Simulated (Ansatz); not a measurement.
The first iterations of a band of a periodic cell of 15 atoms, MoW14 (host W, host structure bcc, dopant Mo, one W atom removed).

Theory: DFT PBEsol, scalar-relativistic, plane waves, PAW in Ansatz 0.2.0. Settings: PAW set soft_1, cutoff 420 eV, k mesh 3x3x3, gaussian smearing 0.05 eV, no spin polarisation.

- movable images: 7
- climbing image: yes
- spring: 5.0 eV/Å²
- optimiser: quadratic models (default)
- start path: IDPP
- force threshold: 0.05 eV/Å
- iteration limit: 49
- end points: relaxed

Image 0:

```xyz
15
Lattice="6.3200 0.0000 0.0000 0.0000 6.3200 0.0000 0.0000 0.0000 6.3200" Properties=species:S:1:pos:R:3
Mo -0.006 0.012 0.018
W 3.177 0.004 0.010
W 0.002 3.149 0.010
W 0.002 0.004 3.155
W 1.589 1.573 1.579
W 3.187 3.139 0.018
W 3.187 0.012 3.145
W -0.006 3.139 3.145
W 1.590 4.736 1.582
W 1.590 1.576 4.742
W 3.179 3.147 3.153
W 4.753 4.737 1.579
W 4.753 1.573 4.742
W 1.589 4.737 4.743
W 4.750 4.736 4.742
```

Image 8:

Only the atoms that move by more than 0.05 Å are listed.
```
Mo1 -1.567 1.567 1.567
```

| iteration | highest image above the first end (eV) | largest band force component (eV/Å) |
| --- | --- | --- |
| 1 | 1.623 | 2.382 |
| 2 | 1.661 | 1.818 |

Task: Does the band converge within its limit, and where does its top end?

Result: The run converged. It ended after 5 iterations with the highest image 1.338 eV above the first end. The profile has 2 maxima (images 3, 5) with wells between them (image 4): this band takes more than one step, which may be the mechanism or a detour left from its start path. By the program's own check the climbing image is a first-order saddle point (lowest curvatures found: -4.74 and 7.14 eV/Å²). Limits of this set-up: coarse k mesh, PAW files made for another functional, a small cell, in which the defect meets its images.

Time of the run: 11 min on 4 threads of Intel(R) Xeon(R) Platinum 8259CL CPU @ 2.50GHz (Skylake/Cascade Lake), on a shared host, peak memory 2.8 GiB.
